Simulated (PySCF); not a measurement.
C8H6N2O. Atoms are numbered in the order given.

```xyz
17

C     -0.5892    -3.1955     0.0000
C      0.7642    -3.0011     0.0000
O      1.0482    -1.6761     0.0000
C     -0.1335    -0.9926     0.0000
C     -0.0638     0.4582     0.0000
C      1.1594     1.1547     0.0000
N      1.2233     2.4844     0.0000
C      0.0633     3.1435     0.0000
N     -1.1553     2.5957     0.0000
C     -1.2146     1.2678     0.0000
C     -1.1759    -1.8907     0.0000
H     -1.1075    -4.1515     0.0000
H      1.6171    -3.6741     0.0000
H      2.1049     0.6032     0.0000
H      0.1139     4.2385     0.0000
H     -2.2138     0.8167     0.0000
H     -2.2360    -1.6499     0.0000
```

Geometry: B3LYP-D3(BJ)/def2-SVP. Other conformers were not sampled.

Method: PBE0/pcSseg-1 (PySCF).

GIAO shieldings, no solvent; atoms listed in one row are averaged. δ = σ(ref) − σ: ¹³C against TMS (σ = 186.3 ppm); ¹⁷O against H2O (σ = 334.2 ppm); ¹⁵N against NH3 (σ = 267.4 ppm); ¹H against TMS (σ = 31.56 ppm), references at their B3LYP-D3(BJ)/def2-TZVP geometries, non-relativistic.

```csv
nucleus,atoms,count,δ (ppm)
¹³C,C8,1,166.5
¹³C,"C6, C10",2,158.8
¹³C,C4,1,156.7
¹³C,C2,1,151.1
¹³C,C5,1,130.5
¹³C,C1,1,120.8
¹³C,C11,1,115.6
¹⁷O,O3,1,299.1
¹⁵N,N7,1,341.2
¹⁵N,N9,1,339.6
¹H,H15,1,9.56
¹H,H14,1,9.56
¹H,H16,1,9.37
¹H,H13,1,7.88
¹H,H17,1,7.44
¹H,H12,1,7.05
```
